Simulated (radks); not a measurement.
Values are calculated unless marked as measured or tabulated.
All-electron atom: Se23+ in [Ne] 3s1 (the NIST ground configuration).

Code: a radial shooting solver on a logarithmic mesh with Libxc functionals. Model: non-relativistic Kohn-Sham, PBE, spin-polarised, spherical densities, point nucleus; open shells are filled with parallel spins first.

Energy parts (Ry):
part                       energy
total                 -4134.01961
kinetic                4133.14658
electron-nucleus      -8848.15312
Hartree                 692.33574
exchange-correlation   -111.34881

Orbitals (lengths in bohr, moments of r in powers of bohr; <r^-3> diverges for s and p1/2; r(90%) holds 90 % of the orbital's charge):
[
 {"orbital": "1s up", "occ.": "1", "eigenvalue (Ry)": "-981.3359", "<r^-3>": "-", "<1/r>": "33.51", "r(90%)": "0.0800", "<r^2>": "0.002708"},
 {"orbital": "1s down", "occ.": "1", "eigenvalue (Ry)": "-981.2401", "<r^-3>": "-", "<1/r>": "33.51", "r(90%)": "0.0800", "<r^2>": "0.002708"},
 {"orbital": "2s up", "occ.": "1", "eigenvalue (Ry)": "-187.9638", "<r^-3>": "-", "<1/r>": "7.537", "r(90%)": "0.302", "<r^2>": "0.04527"},
 {"orbital": "2s down", "occ.": "1", "eigenvalue (Ry)": "-187.8248", "<r^-3>": "-", "<1/r>": "7.539", "r(90%)": "0.302", "<r^2>": "0.04521"},
 {"orbital": "2p up", "occ.": "3", "eigenvalue (Ry)": "-177.0877", "<r^-3>": "1189", "<1/r>": "7.496", "r(90%)": "0.274", "<r^2>": "0.03482"},
 {"orbital": "2p down", "occ.": "3", "eigenvalue (Ry)": "-176.9671", "<r^-3>": "1190", "<1/r>": "7.499", "r(90%)": "0.274", "<r^2>": "0.03477"},
 {"orbital": "3s up", "occ.": "1", "eigenvalue (Ry)": "-73.81163", "<r^-3>": "-", "<1/r>": "3.033", "r(90%)": "0.697", "<r^2>": "0.2633"},
 {"orbital": "3s down", "occ.": "0", "eigenvalue (Ry)": "-73.07479", "<r^-3>": "-", "<1/r>": "3.047", "r(90%)": "0.695", "<r^2>": "0.2617"}
]

The highest occupied level is 3s up at -1004.3 eV. The electron density at the nucleus is 2.708e+04 e/bohr^3. The density falls to 0.001 e/bohr^3 at r = 1.10 bohr. For comparison, the ionisation energy in NIST's Atomic Spectra Database is 1036.4 eV (semi-empirical). In exact Kohn-Sham theory the highest level is minus the ionisation energy, but local and semilocal functionals leave it too shallow, through self-interaction and a potential that decays too fast; potentials with the right tail come closer.
